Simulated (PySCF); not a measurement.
Ground-state electric properties of a mixed set of molecules.

All values: B3LYP/def2-SVPD (PySCF) at GFN2-xTB geometries, gas phase, one conformer each. Core orbitals are frozen in the response; Δα² is half the sum of the squared differences of the principal polarisabilities.

(1) Rank by polarisability anisotropy Δα, highest first.
A. `[OH:1][SiH:2]1[CH2:3][CH2:4][CH2:5][CH2:6]1` with H–O1–Si2–C3 55°, O1–Si2–C3–C4 -109°, Si2–C3–C4–C5 -36°, C3–C4–C5–C6 51°, C4–C5–C6–Si2 -39°
B. `N#Cc1occp1`
C. `[CH2:1]=[CH:2][CH2:3][CH2:4][SiH2:5][OH:6]` with C1–C2–C3–C4 -116°, C2–C3–C4–Si5 180°, C3–C4–Si5–O6 179°, C4–Si5–O6–H 53°
D. `[O:1]=[CH:2][c:3]1[cH:4][c:5]([Cl:6])[p:7][cH:8][p:9]1` with O1–C2–C3–C4 0°
E. `[N:1]#[C:2][SiH:3]([C:4]#[N:5])[CH2:6][CH2:7][Cl:8]` with C2–Si3–C6–C7 47°, Si3–C6–C7–Cl8 50°

(2) Rank by dipole moment, lowest first.
A. `[CH2:1]=[CH:2][CH2:3][CH2:4][SiH2:5][OH:6]` with C1–C2–C3–C4 -116°, C2–C3–C4–Si5 180°, C3–C4–Si5–O6 179°, C4–Si5–O6–H 53°
B. `[CH2:1]=[CH:2][O:3][SiH:4]([CH3:5])[CH3:6]` with C1–C2–O3–Si4 171°, C2–O3–Si4–C5 -62°
C. `[O:1]=[CH:2][c:3]1[cH:4][c:5]([Cl:6])[p:7][cH:8][p:9]1` with O1–C2–C3–C4 0°
D. `[N:1]#[C:2][SiH:3]([C:4]#[N:5])[CH2:6][CH2:7][Cl:8]` with C2–Si3–C6–C7 47°, Si3–C6–C7–Cl8 50°
E. `[OH:1][SiH:2]1[CH2:3][CH2:4][CH2:5][CH2:6]1` with H–O1–Si2–C3 55°, O1–Si2–C3–C4 -109°, Si2–C3–C4–C5 -36°, C3–C4–C5–C6 51°, C4–C5–C6–Si2 -39°
F. `N#Cc1pcco1`

Answers

(1) D (13.17 Å³), B (8.19 Å³), C (4.89 Å³), E (3.88 Å³), A (1.84 Å³).

(2) B (1.21 D), A (1.36 D), E (1.67 D), C (2.91 D), D (4.50 D), F (5.09 D).

All values together:

```tsv
SMILES	formula	μ (D)	HOMO (eV)	LUMO (eV)	α (Å³)	Δα (Å³)	electrons	α per electron (Å³)
O=Cc1cc(Cl)pcp1	C5H3ClOP2	2.91	-7.43	-3.46	19.23	13.17	88	0.219
C=CCC[SiH2]O	C4H10OSi	1.36	-7.23	-0.16	11.94	4.89	56	0.213
N#Cc1occp1	C4H2NOP	5.09	-7.34	-2.56	11.55	8.19	56	0.206
O[SiH]1CCCC1	C4H10OSi	1.67	-7.41	-0.03	10.97	1.84	56	0.196
N#C[SiH](C#N)CCCl	C4H5ClN2Si	4.50	-8.98	-1.62	13.50	3.88	74	0.182
C=CO[SiH](C)C	C4H10OSi	1.21	-6.56	0.34	12.02	3.82	56	0.215
```

Conformers: `[O:1]=[CH:2][c:3]1[cH:4][c:5]([Cl:6])[p:7][cH:8][p:9]1` with O1–C2–C3–C4 0°; `[CH2:1]=[CH:2][CH2:3][CH2:4][SiH2:5][OH:6]` with C1–C2–C3–C4 -116°, C2–C3–C4–Si5 180°, C3–C4–Si5–O6 179°, C4–Si5–O6–H 53°; `[OH:1][SiH:2]1[CH2:3][CH2:4][CH2:5][CH2:6]1` with H–O1–Si2–C3 55°, O1–Si2–C3–C4 -109°, Si2–C3–C4–C5 -36°, C3–C4–C5–C6 51°, C4–C5–C6–Si2 -39°; `[N:1]#[C:2][SiH:3]([C:4]#[N:5])[CH2:6][CH2:7][Cl:8]` with C2–Si3–C6–C7 47°, Si3–C6–C7–Cl8 50°; `[CH2:1]=[CH:2][O:3][SiH:4]([CH3:5])[CH3:6]` with C1–C2–O3–Si4 171°, C2–O3–Si4–C5 -62°.

**Question.** How closely does the mean polarisability follow the number of electrons in this set?

**Answer.** The correlation coefficient is 0.95; α per electron runs from 0.182 to 0.219 Å³.
